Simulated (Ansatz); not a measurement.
CHNO, triplet, at a GFN2-xTB geometry (a higher spin typed on purpose: for a closed-shell molecule this is an excited state); PBE/cc-pVDZ (Ansatz, an electronic-structure program).

The Ansatz input:
Ansatz 0.2 input:
```yaml
crystal:
  periodic: [false, false, false]
  atoms:
    - {symbol: N, position_ang: [-1.09818464, 0.24883739, 0.18204870]}
    - {symbol: C, position_ang: [0.11446458, -0.30354462, 0.21455972]}
    - {symbol: O, position_ang: [1.09913303, 0.03243851, -0.41900695]}
    - {symbol: H, position_ang: [-1.79255916, -0.18010200, 0.79035636]}
basis:
  gaussian:
    orbitals: cc-pVDZ
hamiltonian:
  xc: pbe
magnetization: {spin_polarized: true, initial_magnetization: 2}
accuracy: high
```

What the program printed (banner, timings and long lists left out):

```
Functional definition: PBE
996 factors; integrals over basis functions are off by at most 3.1e-9 eV
mean field evaluation 1: about -4579.0584 eV, gradient 2.6e1 eV
mean field evaluation 2: about -4575.7214 eV, gradient 3.9e1 eV
mean field evaluation 4: about -4581.5734 eV, gradient 5.7e0 eV
mean field evaluation 8: about -4581.7146 eV, gradient 4.2e-2 eV
mean field evaluation 16: about -4581.7146 eV, gradient 7.5e-6 eV
mean field evaluation 32: about -4580.9545 eV, gradient 8.1e-1 eV
mean field -4581.71460276 eV, -168.3749060538 hartree, gradient 1.8e-8 eV, S^2 2.006957; 4 other end points of the search recorded, 0 dependent functions left out
reference -4581.71460460 eV, -168.3749061212 hartree; 12, 10 occupied and 35, 37 virtual orbitals, 996 factors
Total energy: -4581.71460460 eV, -168.3749061212 hartree
```
